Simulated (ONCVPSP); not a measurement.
## Cutoff test, Ho, ONCV

Ho, optimised norm-conserving Vanderbilt (ONCV), made with ONCVPSP 4.0.1 (PBE, scalar-relativistic). Core [Kr] 4d10, reference 4f10 5s2 5p6 5d1 6s2. Waves: 5s+6s: rc 1.70 bohr, ncon 5, nbas 9, qcut 5.6 1/bohr, 2 projectors; 5p: rc 2.25 bohr, ncon 4, nbas 8, qcut 7.1 1/bohr, 2 projectors, debl 0.5 Ha; 5d: rc 3.60 bohr, ncon 4, nbas 9, qcut 5.2 1/bohr, 2 projectors, debl 2.9 Ha; 4f: rc 0.85 bohr, ncon 3, nbas 8, qcut 19.8 1/bohr, 2 projectors, debl 2.9 Ha. Local part: polynomial inside 0.55 bohr (lpopt 4, dvloc0 6 Ha). Core correction: Teter function, fcfact 4.75, rcfact 1.15.

In the p channel the program set the typed energies aside and used -1.071, 0.250 Ha.

Q: For each optimised wave give the share of its norm inside rc, the residual kinetic energy above qcut (Ha) and the cutoffs (Ha) for errors of 10, 1, 0.1 and 0.01 mHa per electron.

A:

```csv
wave,norm inside rc,residual KE,10 mHa,1 mHa,0.1 mHa,0.01 mHa
5s,0.861,1.8e-03,12.5,22.4,71.8,82.8
6s,0.039,3.7e-04,9.3,13.9,24.8,53.2
5p,0.918,1.2e-08,6.0,7.9,15.1,18.5
p projector 2,0.130,4.9e-08,5.4,7.8,15.9,19.5
5d,0.758,9.9e-10,5.4,7.3,8.8,10.2
d projector 2,0.216,2.5e-08,8.1,9.7,10.7,11.5
4f,0.658,7.9e-06,142.9,162.9,178.3,194.8
f projector 2,0.041,2.2e-06,125.0,151.3,171.1,185.8
```

The occupied waves need 163 Ha and 178 Ha for 1 and 0.1 mHa. Note: ghosts flagged at negative energy: s at -603.4 eV, p at -227.3 eV, d at -60.4 eV; GHOST(+) flagged for s at 236.2 eV. A true bound ghost makes a file unfit for plane-wave use. 3 of 4 tests not solved or not reliable.
